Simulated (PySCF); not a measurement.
# Spin–spin coupling constants

Bonds (- single, = double, # triple, : aromatic): C1=C2, C2-C3, C3-C4, C4-O5, O5-Ge6. C1 carries H7, H8; C2 carries H9; C3 carries H10, H11; C4 carries H12, H13; Ge6 carries H14, H15, H16. H7 is cis to C3; H8 is trans to C3.

Indirect spin–spin couplings were computed at B3LYP/pcJ-1 (pcSseg-1 on Ge) (without the spin–dipole term) (PySCF 2.14.0 with density-fitted response routines) on a PBE0-D3(BJ)/def2-SVP structure, for the isolated molecule, without vibrational or relativistic corrections. Couplings are averaged over pairs made equivalent by symmetry, fast rotation or ring inversion, so a value needn't be that of the named pair in this geometry, while other rotamers aren't included; one pair stands for each set, and the list holds a selection of those of at least 0.8 Hz over up to four bonds, among pairs with at least one C or H atom (others weren't computed).

Isotopes: ¹³C, ¹H, ¹⁷O. Couplings to quadrupolar nuclei such as 17O and 33S are rarely resolved in practice.

```
    pair  bonds  J (Hz)
  C1, C2      1       ?
  C1, H7      1   164.3
  C1, H8      1       ?
  C2, C3      1    45.0
  C2, H9      1   157.0
  C3, C4      1       ?
 C3, H10      1   134.8
  C4, O5      1    22.4
 C4, H12      1   143.5
  C1, H9      2     0.8
  C3, H9      2     5.0
 C3, H12      2    -2.0
  H7, H8      2     2.5
H12, H13      2    -9.1
H14, H15      2    23.5
  C2, O5      3       ?
  C3, H8      3    11.9
  C4, H9      3       ?
 C4, H14      3     2.7
 O5, H10      3       ?
  H7, H9      3    18.0
 H9, H10      3       ?
  C4, H7      4       ?
  C4, H8      4    -1.8
 H7, H10      4    -1.8
 H8, H10      4    -1.4
```

Task: Estimate the withheld couplings, with signs.

Result: 
- ¹J(C1,C2) = 76.9 Hz (bond length 1.334 Å)
- ¹J(C1,H8) = 168.2 Hz (bond length 1.093 Å, sp2 carbon)
- ¹J(C3,C4) = 40.7 Hz (bond length 1.521 Å)
- ³J(C2,O5) = -5.3 Hz (dihedral angle 176°)
- ³J(C4,H9) = 2.9 Hz (dihedral angle 61°)
- ³J(O5,H10) = -1.9 Hz (dihedral angle 55°)
- ³J(H9,H10) = 8.8 Hz (mean over equivalent pairs that range from 4.7 to 13.0 Hz in this conformer)
- ⁴J(C4,H7) = -2.2 Hz

Relativistic effects of the heavier atoms present are left out.
